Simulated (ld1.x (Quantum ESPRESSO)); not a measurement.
**Pseudopotential generation for nitrogen (N): PAW, LDA (PZ), scalar-relativistic.**

nitrogen (N), PAW, made with ld1.x (Quantum ESPRESSO) 7.5 (LDA (PZ), scalar-relativistic). Core [He], reference 2s2 2p3. Waves: 2s (bound): rcut 0.70, rcutus 0.96 bohr; 2s channel at -0.6 Ry: rcut 0.70, rcutus 0.96 bohr; 2p (bound): rcut 1.95, rcutus 2.70 bohr; 2p channel at 1.65 Ry: rcut 1.95, rcutus 2.70 bohr; 3d channel at -0.05 Ry: rcut 2.15, rcutus 2.50 bohr; 3d channel at 0.9 Ry: rcut 2.15, rcutus 2.50 bohr. Local part: all-electron potential smoothed inside 0.85 bohr (lloc = -1). Core correction: Bessel-smoothed model core inside 0.60 bohr. Augmentation charge: PSQ, inside the norm-conserving radii.

Poles of the logarithmic derivatives, all-electron (AE) and pseudo (PS). s: poles at -1.3, 2.9 (AE) and -1.3, 2.9 (PS) Ry. p: poles at -0.4, 3.1 (AE) and -0.4, 3.0 (PS) Ry. d: poles at 2.5 (AE) and 1.2, 2.6 (PS) Ry. Test radius 2.96 bohr.

- Cutoffs needed: 25 Ry and 40 Ry (the cutoffs (Ry, on a coarse ladder) from which the occupation-weighted sum of valence levels, in a spherical-Bessel basis at the reference potential, stays within 10 and 1 mRy of its value at 400 Ry)
- Ghost test: no extra level below or beside the all-electron valence levels (s, p, d, f tested) (spherical-Bessel basis up to 400 Ry, 20 bohr box)
- Largest excitation error: -60 meV (all-electron minus pseudo) for 2s1 2p0, out of 7 test configurations
- Lowest eigenvalue of the overlap operator: 0.53 (s channel)
- Density cutoff estimated by the generator: 449 Ry
